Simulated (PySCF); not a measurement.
Structure from 2D NMR

Compound of formula C7H12. Correlations simulated from computed shifts and couplings:

HSQC (one-bond C–H):
```csv
δH,δC,"¹J(C,H) (Hz)"
1.91,38.8,146
1.43,32.2,135
1.06,32.2,138
1.01,40.3,139
```

COSY cross peaks (|J| ≥ 2 Hz):
```csv
δH,δH,abs. J (Hz),bonds
1.91,1.43,5.0,3
1.43,1.06,13.6,2
1.06,1.01,2.2,4
```

HMBC (two and three bonds, |J| ≥ 2.5 Hz):
```csv
δH,δC [abs. J in Hz]
1.91,"38.8 [9.4], 32.2 [7.5]"
1.43,"38.8 [2.6], 32.2 [9.3]"
1.06,"40.3 [7.7], 38.8 [2.6], 32.2 [6.3]"
1.01,32.2 [9.3]
```

In vacuum, relativity neglected, one computed conformer, one averaged value for each set of equivalent atoms. Geometry: PBE0-D3(BJ)/def2-SVP; σ from GIAO-CAM-B3LYP/pcSseg-1; B3LYP/pcJ-1 coupling constants (without the spin–dipole term); PySCF 2.14.

Shifts are taken against calculated references (same method and geometry level): ¹H and ¹³C against TMS.

Exchangeable hydrogens are left out of these lists, and C,H couplings along chains are those of one rotamer, so weak HMBC peaks may be missing or extra.

Which molecule is this?

Answers

`InChI=1S/C7H12/c1-2-7-4-3-6(1)5-7/h6-7H,1-5H2/t6-,7+`.

Atom-mapped SMILES (the numbers label the heavy atoms): `[CH2:1]1[CH2:2][C@@H:3]2[CH2:4][CH2:5][C@H:6]1[CH2:7]2`. Hydrogens are named by the atom that carries them. Ha(C4), Ha(C5) are cis to C1 on the ring; Ha(C1), Ha(C2) are cis to C4 on the ring; Hb(C4), Hb(C5) are trans to C1 on the ring; Hb(C1), Hb(C2) are trans to C4 on the ring.

- δC 40.3 is C7, an sp3 CH2 in a ring (δH 1.01).
- δC 38.8 is C3/C6, an sp3 CH in a ring (δH 1.91).
- δC 32.2 is C1/C2/C4/C5, an sp3 CH2 in a ring (δH 1.43, 1.06).
- COSY links 1.91–1.43, 1.43–1.06, 1.06–1.01.

The shifts were computed for this structure.

Unscaled 3J(H,H) at this level run about 10 % above measured values. Shifts are as computed, not scaled to solution data. Of 1211 compounds with measured shifts, 218 miss one by over three times the rms of a fit or turn the order of signals round; such compounds aren't used in these exercises.
